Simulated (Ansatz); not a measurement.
Consider the substitution at a C–Si bond: `S[SiH](Cl)CCl` + `[SiH3][TeH]` → `[SiH3][Te]CCl` + `S[SiH2]Cl`.

Program: Ansatz. Geometries: PBE0-D4/def2-TZVP. ΔE: electronic, gas phase. CCSD(T)/CBS adds triple-zeta CCSD(T) − MP2 to the extrapolated MP2 energy (def2 sets, frozen cores). DFT in def2-TZVPP. B3LYP here is the variant with VWN-RPA as its local correlation; programs differ in this. HSE06 is defined as in plane-wave codes. Elements past krypton have def2 core potentials. For Te outer-core shells are correlated without core-valence functions, which leaves a few kJ/mol of doubt a bond. One conformer a species, not always the lowest.

| level | ΔE (kJ/mol) | difference from CCSD(T)/CBS |
| --- | --- | --- |
| LDA (SPW92) | 54.4 | 9.5 |
| PBE-D4 | 45.7 | 0.8 |
| revPBE-D4 | 44.9 | 0.0 |
| BLYP-D4 | 42.9 | -2.0 |
| r2SCAN-D4 | 50.9 | 6.0 |
| B97M-V | 54.3 | 9.4 |
| PBE0-D4 | 50.4 | 5.5 |
| B3LYP-D4 | 47.1 | 2.2 |
| r2SCANh-D4 | 52.1 | 7.2 |
| r2SCAN0-D4 | 53.8 | 8.9 |
| BHLYP-D4 | 51.3 | 6.4 |
| CAM-B3LYP-D4 | 51.9 | 7.0 |
| ωB97X-V | 50.9 | 6.0 |
| ωB97M-V | 53.1 | 8.2 |
| PBE-QIDH | 50.4 | 5.5 |
| PBE | 43.7 | -1.2 |
| revPBE | 39.7 | -5.2 |
| BLYP | 38.9 | -6.0 |
| r2SCAN | 50.2 | 5.3 |
| PBE0 | 48.6 | 3.7 |
| B3LYP | 44.2 | -0.7 |
| r2SCAN0 | 53.0 | 8.1 |
| HSE06 | 48.3 | 3.4 |
| BHLYP | 49.8 | 4.9 |
| CAM-B3LYP | 50.0 | 5.1 |
| LC-ωPBE | 53.4 | 8.5 |
| HF/def2-SVP | 59.5 | 14.6 |
| MP2/def2-SVP | 54.9 | 10.0 |
| CCSD/def2-SVP | 57.0 | 12.1 |
| CCSD(T)/def2-SVP | 55.6 | 10.7 |
| HF/def2-TZVPP | 51.1 | 6.2 |
| MP2/def2-TZVPP | 45.5 | 0.6 |
| SCS-MP2/def2-TZVPP | 43.3 | -1.6 |
| CCSD/def2-TZVPP | 49.7 | 4.8 |
| CCSD(T)/def2-TZVPP | 48.3 | 3.4 |
| HF/def2-QZVPP | 50.3 | 5.4 |
| MP2/def2-QZVPP | 43.3 | -1.6 |
| HF/CBS(def2) | 50.2 | 5.3 |
| MP2/CBS(def2) | 42.2 | -2.7 |
| CCSD/CBS(def2) | 46.3 | 1.4 |
| CCSD(T)/CBS | 44.9 | 0 |

Largest T1 diagnostic among the species: 0.011.

From PBE to PBE0 (25 % exact exchange), in def2-TZVPP and without D4, ΔE moves by +4.9 kJ/mol. At CCSD(T), def2-SVP lies +10.7 kJ/mol from the extrapolated value and def2-TZVPP +3.4 kJ/mol.
